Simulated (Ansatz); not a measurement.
Reactions of `[SiH3][SiH]1CCS1`.

Isolated molecules relaxed with PBE0-D4/def2-TZVP in Ansatz; ΔE leaves out vibrations. CCSD(T)/CBS adds triple-zeta CCSD(T) − MP2 to the extrapolated MP2 energy (def2 sets, frozen cores). This one scheme is used for every species. DFT in def2-TZVPP. Each species was taken in one conformer, which may not be the lowest.

```json
{"reaction": "`[SiH3][SiH]1CCS1` + `CC(=N)Cl` → `C/C(Cl)=N\\[SiH3]` + `C1CS[SiH2]1`", "CCSD(T)/CBS(def2) (eV)": "-0.28"}
{"reaction": "`[SiH3][SiH]1CCS1` + H₂ → `C1CS[SiH2]1` + SiH₄", "CCSD(T)/CBS(def2) (eV)": "?"}
{"reaction": "`[SiH3][SiH]1CCS1` → `SC1[SiH2]C[SiH2]1`", "CCSD(T)/CBS(def2) (eV)": "0.28"}
{"reaction": "`[SiH3][SiH]1CCS1` + `O[Si]1(O)CO1` → `O[Si]1(O[SiH3])CO1` + `C1CS[SiH2]1`", "CCSD(T)/CBS(def2) (eV)": "-1.03"}
{"reaction": "`[SiH3][SiH]1CCS1` + `CCBO` → `CCBO[SiH3]` + `C1CS[SiH2]1`", "CCSD(T)/CBS(def2) (eV)": "-0.84"}
```

Question: Fill in the missing values. (Estimate.)

Answer: The calculation gave: `[SiH3][SiH]1CCS1` + H₂ → `C1CS[SiH2]1` + SiH₄: -0.17 eV.

Largest T1 diagnostic: 0.012, for `C/C(Cl)=N\[SiH3]`.
